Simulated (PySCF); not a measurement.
**AlSiH6NO2**

The system: AlSiH6NO2, a small molecule; neutral, singlet. The structure, one conformer, was relaxed in the gas phase by PBE0-D3(BJ)/def2-SVP. No frequency run checks that it is a minimum.

SMILES: [OH][Al]([OH])[NH][SiH3]

```
atom   x (Å)   y (Å)   z (Å)
  O1   1.451  -2.399  -0.393
 Al2   0.632  -0.928  -0.601
  O3   0.444  -0.276  -2.156
  N4   0.001  -0.137   0.867
 Si5  -0.918   1.326   1.002
  H6   1.833  -2.901  -1.114
  H7   0.003   0.545  -2.375
  H8   0.189  -0.617   1.744
  H9  -1.029   1.897  -0.378
 H10  -0.269   2.347   1.885
 H11  -2.305   1.113   1.528
```

Shieldings: GIAO PBE0/pcSseg-2. Shifts are against computed references at the same level: H TMS (σ 31.24 ppm), Si TMS (σ 341.3 ppm). Core levels by delta-SCF with SCAN, pcX-2 on the ionised atom and pcseg-1 elsewhere, spin-free X2C (2p3/2 is the spin-free 2p value less a third of a first-order spin-orbit splitting); from the vacuum level, for chosen atoms.

Question: Give the NMR and core-level values of the distinct atoms.

Answer: 
```tsv
atoms	bonded to	σ (ppm)	δ (ppm)	core level (eV)
O1	1 Al + 1 H	320.1	-	1s 538.11
Al2	1 N + 2 O	448.4	-	2p3/2 80.61
O3	1 Al + 1 H	312.5	-	1s 538.09
N4	1 Al + 1 Si + 1 H	258.4	-	1s 404.07
Si5	1 N + 3 H	395.5	-54.3	2p3/2 107.08
H6	1 O	30.33	0.91	-
H7	1 O	29.94	1.30	-
H8	1 N	31.46	-0.21	-
H9 H10 H11	1 Si	26.48	4.77	-
```

Values are those of this one static structure, with the three H of a rotating XH3 group averaged; atoms that internal rotation interchanges would show their mean in an NMR spectrum.

Question: By CAM-B3LYP/def2-SVPD (TDDFT singlets, Tamm-Dancoff triplets, ionisation by delta-SCF), where does absorption start, and what does vertical ionisation take?

Answer: The lowest singlet lies at 5.91 eV (f 0.010), the strongest of the first 6 at 7.62 eV (f 0.034), the lowest triplet at 5.60 eV; vertical ionisation takes 9.89 eV.
